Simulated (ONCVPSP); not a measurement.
## Transferability test, ONCV potential for I

- Element: I (Z = 53)
- Generator: ONCVPSP 4.0.1
- Type: optimised norm-conserving Vanderbilt (ONCV)
- Functional: PBE
- Relativity: scalar-relativistic
- Frozen core: [Kr] 4d10
- Valence charge: 7
- Reference configuration: 5s2 5p4.75 (charge +0.25)
- Partial waves: 5s: rc 1.70 bohr, ncon 3, nbas 6, qcut 3.6 1/bohr, 1 projector; 5p: rc 2.15 bohr, ncon 4, nbas 8, qcut 4 1/bohr, 2 projectors, debl 3.4 Ha; d scattering state at 0.14 Ha: rc 1.90 bohr, ncon 4, nbas 9, qcut 5.4 1/bohr, 2 projectors, debl 1.3 Ha
- Local potential: polynomial inside 1.20 bohr (lpopt 5, dvloc0 0 Ha)
- Core correction: polynomial model core, fcfact 0.6

Energies are relative to the spin-unpolarised reference configuration 5s2 5p4.75; without spin polarisation the order of configurations can differ from experiment.

```tsv
valence configuration	charge	ΔE all-electron (eV)	error AE − PS (meV)
5s2 5p5	0	-2.016	+0.5
5s2 5p4	+1	9.116	-3.6
5s1 5p6	0	8.399	-5.3
```

(1) What are ΔE and the potential's error for 5s2 5p3?

Levels in the configuration 5s2 5p5:

```json
{"level": "5s", "all-electron (eV)": "-17.407", "pseudo (eV)": "-17.406"}
{"level": "5p", "all-electron (eV)": "-7.086", "pseudo (eV)": "-7.086"}
```

Note: ghosts flagged at negative energy: s at -175.3 eV, d at -37.1 eV; GHOST(+) flagged for p at 72.2 eV. A true bound ghost makes a file unfit for plane-wave use.

## Answers

(1) ΔE = 28.962 eV all-electron; the error (AE − PS) is -19 meV.
